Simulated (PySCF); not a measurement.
# Radial density of Ar(2+) (argon, charge +2)

wB97X-V, [Ne] 3s1 3p4 3d1, one real determinant (an excited configuration). Calculation: PySCF 2.14, in x2c-QZVPPall with one added diffuse shell each of s, p, d, f type (10s7p5d3f1g, 86 functions); the spin-free X2C one-electron Hamiltonian (Gaussian nucleus).

```tsv
r (bohr)	4πr²ρ (e/bohr)	4πr²(ρα − ρβ)
0.00163	0.1457	0.0007
0.00274	0.3811	0.0018
0.00461	0.9727	0.0046
0.00775	2.379	0.0111
0.0130	5.416	0.0251
0.0219	10.90	0.0498
0.0369	17.81	0.0796
0.0620	20.84	0.0976
0.104	16.33	0.1560
0.175	15.65	0.4463
0.295	20.92	0.5636
0.496	11.42	0.1008
0.835	4.141	1.9076
1.40	4.367	2.8815
2.36	1.023	0.6699
3.97	0.04390	0.0361
6.68	0.0001852	0.0002
```

Densities and radii are taken from the X2C orbitals without a picture-change correction, which distorts them close to the nucleus.

⟨L²⟩ = 8.01 against 12 for a pure F term, so this real determinant mixes terms. The outer electron is Rydberg-like, and this basis confines it to a smaller radius and binds it less than a complete one would.
